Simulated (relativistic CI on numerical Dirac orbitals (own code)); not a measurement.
d5 in a ligand field

Computed with a parametric ligand-field model of a d^n configuration (Racah B and C, spin-orbit zeta, crystal field), exact diagonalisation.

Field parameters in Wybourne normalisation: Td as Oh with Dq negative (B⁴₀ = 21Dq, B⁴₄ = √(5/14) B⁴₀). The field is a parameter set, without covalency.

B = 530 cm⁻¹, C = 2050 cm⁻¹ (C/B = 3.87), Td, no spin-orbit coupling. Tanabe-Sugano data, E/B above the lowest term (Δ = |10Dq|; b, c mark the second and third term of a kind):

```csv
Δ/B,6A1,4T1,4T2,4T1(b),2T2,2A2
1.0,0.00,29.17,29.32,34.24,41.75,41.83
1.9,0.00,28.76,29.26,34.62,41.24,41.53
2.8,0.00,28.20,29.17,35.13,40.44,41.11
3.7,0.00,27.54,29.03,35.73,39.35,40.57
4.6,0.00,26.81,28.85,36.38,38.08,39.95
5.5,0.00,26.05,28.62,37.04,36.68,39.27
6.4,0.00,25.28,28.35,37.69,35.23,38.56
7.3,0.00,24.47,28.03,38.34,33.69,37.81
8.2,0.00,23.64,27.64,38.98,32.11,37.03
9.1,0.00,22.83,27.21,39.59,30.54,36.25
10.0,0.00,21.98,26.73,40.18,28.91,35.44
10.9,0.00,21.14,26.19,40.75,27.26,34.62
11.8,0.00,20.30,25.62,41.26,25.63,33.81
12.7,0.00,19.44,25.00,41.75,23.96,32.97
13.6,0.00,18.57,24.35,42.19,22.28,32.12
14.5,0.00,17.73,23.68,42.59,20.62,31.28
15.4,0.00,16.86,22.98,42.95,18.92,30.43
16.3,0.00,15.98,22.25,43.28,17.21,29.56
17.2,0.00,15.11,21.50,43.56,15.50,28.70
18.1,0.00,14.25,20.75,43.81,13.82,27.85
19.0,0.00,13.37,19.97,44.03,12.09,26.98
19.9,0.00,12.49,19.18,44.23,10.37,26.10
20.8,0.00,11.63,18.39,44.39,8.67,25.24
21.7,0.00,10.74,17.58,44.54,6.94,24.36
```

The ground term stays 6A1.
